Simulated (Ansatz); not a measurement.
A nudged elastic band was laid between two geometries of AlF2H3O (7 atoms, charge 0, multiplicity 1).

The calculation used RHF/6-31G* in Ansatz 0.2.0.

```json
{
 "movable images": "7",
 "climbing image": "yes",
 "spring": "5.0 eV/Å²",
 "optimiser": "quadratic models (default)",
 "start path": "through a guess of the saddle point",
 "force threshold": "0.05 eV/Å",
 "iteration limit": "60",
 "end points": "relaxed"
}
```

Initial state:

```xyz
7
Properties=species:S:1:pos:R:3
Al 0.058 0.030 0.120
H -0.040 0.784 1.503
F 1.441 0.172 -0.759
F -1.316 -0.208 -0.774
O 0.081 -1.876 0.707
H -0.626 -2.359 0.286
H 0.074 -2.067 1.640
```

Final state:

```xyz
7
Properties=species:S:1:pos:R:3
Al 0.093 -0.659 -0.460
H -0.228 0.279 2.240
F 1.498 0.108 -0.735
F -1.285 0.208 -0.523
O 0.088 -2.309 -0.175
H -0.675 -2.843 -0.021
H 0.180 -0.308 2.398
```

Q: What changes between the two ends?

A: Bonds broken: Al1–H2, O5–H7. Bonds formed: H2–H7. AlF2H3O becomes AlF2HO + H2.

Q: What energy profile does the band end with?

A: The run converged. The highest image is number 3 of 0 to 8, 1.55 eV above the first end and 1.43 eV above the last; the last end lies 0.12 eV above the first. A vibrational analysis at the climbing image gives one clearly imaginary mode, 1845i cm⁻¹: a first-order saddle point. The orbitals stay closed-shell, which can raise the energy where a bond breaks towards radicals; this wasn't checked here.

```json
{"image": "0", "path coordinate (Å)": "0.00", "energy (eV)": "0.00", "Al1–H2 (Å)": "1.58", "O5–H7 (Å)": "0.95", "H2–H7 (Å)": "2.86"}
{"image": "1", "path coordinate (Å)": "0.51", "energy (eV)": "0.09", "Al1–H2 (Å)": "1.58", "O5–H7 (Å)": "0.95", "H2–H7 (Å)": "2.27"}
{"image": "2", "path coordinate (Å)": "1.01", "energy (eV)": "0.53", "Al1–H2 (Å)": "1.62", "O5–H7 (Å)": "0.97", "H2–H7 (Å)": "1.64"}
{"image": "3", "path coordinate (Å)": "1.52", "energy (eV)": "1.55", "Al1–H2 (Å)": "1.76", "O5–H7 (Å)": "1.25", "H2–H7 (Å)": "1.04"}
{"image": "4", "path coordinate (Å)": "1.93", "energy (eV)": "0.73", "Al1–H2 (Å)": "1.97", "O5–H7 (Å)": "1.71", "H2–H7 (Å)": "0.77"}
{"image": "5", "path coordinate (Å)": "2.34", "energy (eV)": "0.26", "Al1–H2 (Å)": "2.22", "O5–H7 (Å)": "2.17", "H2–H7 (Å)": "0.73"}
{"image": "6", "path coordinate (Å)": "2.75", "energy (eV)": "0.15", "Al1–H2 (Å)": "2.49", "O5–H7 (Å)": "2.59", "H2–H7 (Å)": "0.73"}
{"image": "7", "path coordinate (Å)": "3.17", "energy (eV)": "0.12", "Al1–H2 (Å)": "2.79", "O5–H7 (Å)": "2.96", "H2–H7 (Å)": "0.73"}
{"image": "8", "path coordinate (Å)": "3.58", "energy (eV)": "0.12", "Al1–H2 (Å)": "2.88", "O5–H7 (Å)": "3.26", "H2–H7 (Å)": "0.73"}
```

Q: What is the geometry of the highest image?

A: 
```xyz
7
Properties=species:S:1:pos:R:3
Al 0.060 -0.270 -0.084
H -0.008 -0.047 1.664
F 1.446 0.302 -0.721
F -1.365 0.089 -0.796
O 0.112 -1.935 0.618
H -0.569 -2.592 0.524
H -0.005 -1.072 1.519
```

Q: What are the harmonic wavenumbers there?

A: 1845i, 203, 257, 340, 410, 562, 685, 800, 872, 1008, 1111, 1500, 1791, 2050, 4092 cm⁻¹.

The run took 80 s on 1 thread of Arm Neoverse V2, with other jobs on the host, peak memory 0.12 GiB.
